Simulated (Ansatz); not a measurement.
Input for Ansatz (a quantum-chemistry and plane-wave program): R-PBE0/def2-TZVPPD on GeH4 (SMILES [GeH4]) with ghost functions, monomers drawn apart or pushed together. Files ending in .json are basis or fitting sets from the Basis Set Exchange.

Ansatz 0.2 input:
```yaml
crystal:
  periodic: [false, false, false]
  atoms:
    - {symbol: Ge, position_ang: [0.05836267, 0.14036598, 6.51510685]}
    - {symbol: H, position_ang: [-0.71759958, -1.09443515, 6.03602468]}
    - {symbol: H, position_ang: [0.04030696, 0.18248304, 8.05313959]}
    - {symbol: H, position_ang: [-0.60603276, 1.41125900, 5.96799869]}
    - {symbol: H, position_ang: [1.51140919, 0.06206981, 6.02853542]}
basis:
  gaussian:
    orbitals: def2-TZVPPD.json
    ghost_atoms:
      - {symbol: C, position_ang: [0.05906047, 0.53007955, -0.26258428]}
      - {symbol: C, position_ang: [-0.10872583, -0.65430356, -0.22625497]}
      - {symbol: H, position_ang: [0.20757844, 1.58185548, -0.29305975]}
      - {symbol: H, position_ang: [-0.25793945, -1.70579050, -0.19013351]}
hamiltonian:
  xc: {name: PBE0}
scf: {lower_state_search: off}
```

It printed:

```
WARN ansatz: RAYON_NUM_THREADS=1 ignored (pool sized by the plan → 1); use --threads N
Functional definition: PBE0
these checks for a lower state are left out or cut short: stability, starts, cluster_reference, orbital_swaps, neighbouring_geometries, increment
integrals: 0.11 GiB planned
1078 factors; their error is unknown
mean field: 0.96 GiB planned
mean field evaluation 1: about -56575.2415 eV, gradient 1.6e1 eV
mean field evaluation 2: about -56575.3799 eV, gradient 1.5e1 eV
mean field evaluation 4: about -56575.4957 eV, gradient 3.1e-1 eV
mean field evaluation 8: about -56575.7254 eV, gradient 9.0e-4 eV
mean field -56575.72541179 eV, -2079.1195604794 hartree, gradient 3.5e-6 eV, S^2 0.000000; 0 other end points of the search recorded, 0 dependent functions left out
reference -56575.72543738 eV, -2079.1195614197 hartree; 18, 18 occupied and 212, 212 virtual orbitals, 1078 factors
Total energy: -56575.72543738 eV, -2079.1195614197 hartree
Checks for a lower state left out: stability, starts, cluster_reference, orbital_swaps, neighbouring_geometries, increment
```

Self-consistency was reached.

Cost: very roughly 2.0 core-seconds.
